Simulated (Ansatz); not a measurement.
C3H8BCl can be A, `CBCCCl`, or B, `CB(C)CCl`.

Gas-phase electronic energies from Ansatz, PBE0-D4/def2-TZVP geometries. CCSD(T)/CBS adds triple-zeta CCSD(T) − MP2 to the extrapolated MP2 energy (def2 sets, frozen cores). DFT in def2-TZVPP. B3LYP here is the variant with VWN-RPA as its local correlation; programs differ in this. Each species was taken in one conformer, which may not be the lowest.

A:

```xyz
13

C    -0.952    0.895    1.235
B    -0.054    1.127   -0.015
C     0.634    0.010   -0.867
C     0.443   -1.414   -0.414
Cl    1.274   -2.587   -1.484
H    -0.777    1.642    2.015
H    -0.924   -0.103    1.676
H    -1.987    1.077    0.905
H     0.104    2.257   -0.396
H     1.705    0.252   -0.924
H     0.292    0.129   -1.905
H     0.848   -1.581    0.584
H    -0.607   -1.704   -0.411
```

B:

```xyz
13

C    -1.158    0.440   -0.980
B     0.013   -0.006   -0.044
C     1.468    0.549   -0.190
C    -0.271   -1.106    1.056
Cl   -0.719    0.046    2.374
H    -1.118   -0.213   -1.865
H    -1.068    1.464   -1.349
H    -2.148    0.301   -0.541
H     1.978   -0.095   -0.922
H     2.054    0.489    0.730
H     1.520    1.566   -0.585
H     0.580   -1.681    1.417
H    -1.132   -1.755    0.900
```

(1) Which isomer does CCSD(T)/CBS put lower? Give the gap. (An estimate is asked.)

(2) Give E(B) − E(A) in kJ/mol with B3LYP-D4, PBE0-D4, MP2/def2-TZVPP, PBE-D4, CCSD/def2-TZVPP, HF/def2-TZVPP, ωB97M-V. (An estimate is asked.)

Largest T1 diagnostic: 0.010.

Answers

(1) Computed: B, by 46.5 kJ/mol.

(2) The calculation gave: B3LYP-D4 -47.7, PBE0-D4 -47.5, MP2/def2-TZVPP -48.7, PBE-D4 -49.1, CCSD/def2-TZVPP -46.3, HF/def2-TZVPP -38.3, ωB97M-V -47.4. None reverses the order clearly.

In def2-TZVPP, CCSD(T) changes the Hartree–Fock value by −9.5 kJ/mol (the triples alone add −1.6 kJ/mol) and MP2 by −10.4 kJ/mol. The D4 term adds −3.1 kJ/mol with B3LYP and −1.7 kJ/mol with PBE0; it sums over pairs of atoms, weighted by their polarisabilities, and B3LYP, whose exchange is more repulsive, gets the larger term.
